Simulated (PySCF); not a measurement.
Geometry (Å), atoms numbered from 1 in this order:
```xyz
16

O     0.6255   -1.9330    0.7503
Si    0.6587   -0.5018    0.0331
C     2.4482    0.1367    0.3233
F     3.3677   -0.6466   -0.2598
F     2.6229    1.3691   -0.1873
F     2.7831    0.2110    1.6192
C    -0.3111    0.1732   -1.4208
C    -0.7440    0.7581   -0.0356
C    -2.0755    0.2895    0.4311
F    -3.1035    0.7654   -0.2904
F    -2.1886   -1.0615    0.3758
F    -2.3247    0.6212    1.7068
H    -0.1579   -2.4728    0.8659
H     0.1040    0.9037   -2.1009
H    -1.0602   -0.4326   -1.9120
H    -0.6521    1.8293    0.0899
```

PySCF 2.14 calculation with shielding tensors at PBE0/pcSseg-1 (GIAO) and structure optimised with GFN2-xTB; fast rotation and ring inversion assumed for equivalent nuclei, no solvent, one conformer, non-relativistic Hamiltonian.

References, each an isolated molecule treated in the same way: TMS for 13C and 1H and 29Si; H2O for 17O; CFCl3 for 19F.

```json
{"atoms": "Si2", "nucleus": "29Si", "count": "1", "Hirshfeld charge": "0.41", "δ (ppm)": "?"}
{"atoms": "C3", "nucleus": "13C", "count": "1", "Hirshfeld charge": "0.18", "δ (ppm)": "?"}
{"atoms": "H15", "nucleus": "1H", "count": "1", "Hirshfeld charge": "0.04", "δ (ppm)": "1.51"}
{"atoms": "F10/F11/F12", "nucleus": "19F", "count": "3", "Hirshfeld charge": "-0.10", "δ (ppm)": "-76.7"}
{"atoms": "H13", "nucleus": "1H", "count": "1", "Hirshfeld charge": "0.19", "δ (ppm)": "1.60"}
{"atoms": "O1", "nucleus": "17O", "count": "1", "Hirshfeld charge": "-0.28", "δ (ppm)": "-11.6"}
{"atoms": "H14", "nucleus": "1H", "count": "1", "Hirshfeld charge": "0.06", "δ (ppm)": "1.31"}
{"atoms": "C7", "nucleus": "13C", "count": "1", "Hirshfeld charge": "-0.17", "δ (ppm)": "?"}
{"atoms": "F4/F5/F6", "nucleus": "19F", "count": "3", "Hirshfeld charge": "-0.10", "δ (ppm)": "-73.2"}
{"atoms": "C8", "nucleus": "13C", "count": "1", "Hirshfeld charge": "-0.16", "δ (ppm)": "21.3"}
{"atoms": "H16", "nucleus": "1H", "count": "1", "Hirshfeld charge": "0.06", "δ (ppm)": "1.93"}
{"atoms": "C9", "nucleus": "13C", "count": "1", "Hirshfeld charge": "0.25", "δ (ppm)": "?"}
```

Question: Estimate the values marked ?.

Answer: 
- C9: 138.0 ppm, CF3 carbon; 3 electronegative neighbours deshield it
- C3: 135.5 ppm, CF3 carbon; 3 electronegative neighbours deshield it
- C7: 6.4 ppm, three-membered-ring carbon; carbons of three-membered rings are unusually shielded
- Si2: -68.9 ppm, silicon bonded to 3 C, O, in a 3-membered ring

The OH or NH signal is concentration- and solvent-dependent in practice; the value given is the gas-phase one. Shifts are as computed. Against solution values, carbons near 30 ppm lie about +3 ppm off and those near 130 ppm about +5 ppm. Of 1211 compounds with measured shifts, 218 miss one by over three times the rms of a fit or turn the order of signals round; such compounds aren't used in these exercises. Unscaled 19F shifts against computed CFCl3 carry errors that often reach 10 to 50 ppm. Experimental scales use liquid or dissolved standards, which lie at an offset from isolated H2O (liquid H2O: subtract about 36 ppm).
